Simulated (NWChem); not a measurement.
Correlation energy of silicon dioxide molecule (O2Si)

```xyz
3

O      0.0000     0.0000    -1.5184
Si     0.0000     0.0000     0.0000
O      0.0000     0.0000     1.5184
```
Charge 0, spin multiplicity 1.

All runs are NWChem calculations. Structure: optimised with PBE0/def2-SVP, a minimum by its harmonic frequencies.

Basis set: def2-TZVP. Each correlation energy counts from its own Hartree-Fock reference.

The correlated methods keep 7 core orbitals frozen. Coupled-cluster values serve here as a point of comparison, not as the truth.

**Question.** Order these methods by the correlation energy they give, lowest first: MP2, SCS-MP2, CR-CCSD[T], CR-CCSD(T).

**Answer.** CR-CCSD[T] (-598.4 mHa), CR-CCSD(T) (-596.0 mHa), MP2 (-586.3 mHa), SCS-MP2 (-568.8 mHa)
